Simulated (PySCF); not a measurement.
Isomers of C5H9NOSi, one GFN2-xTB conformer each. Single-point energies are computed at PBE0/pcSseg-1 (PySCF, gas phase, no added dispersion term), electronic only.

Question: Rank them by PBE0/pcSseg-1 energy, lowest first (kcal/mol).
A. `[CH3:1][c:2]1[cH:3][cH:4][c:5]([NH:6][SiH3:7])[o:8]1` with C4–C5–N6–Si7 7°
B. `[CH3:1][Si@@H:2]1[CH2:3][CH2:4][C@H:5]([C:6]#[N:7])[O:8]1` with C1–Si2–C3–C4 -136°, Si2–C3–C4–C5 34°, C3–C4–C5–C6 82°, C4–C5–O8–Si2 23°

Answer: B (0.0), A (19.0).

As drawn, the lower has a C≡N group, an Si–O bond and an Si–C bond, which the higher lacks; the higher has an aromatic ring and an N–H bond, which the lower lacks. GFN2-xTB itself gives, in the same order: 19.1, 0.0. GFN2-xTB puts Cc1ccc(N[SiH3])o1 lowest instead.

Q: Which frontier levels, dipoles and rotational constants go with these structures?

A: 
```csv
SMILES,"HOMO (eV, PBE0/pcSseg-1)",LUMO (eV),dipole (D),"A, B, C (MHz)"
C[Si@@H]1CC[C@H](C#N)O1,-8.47,0.35,3.66,"2573, 1434, 1198"
Cc1ccc(N[SiH3])o1,-5.26,0.43,0.73,"6021, 864.4, 766.8"
```
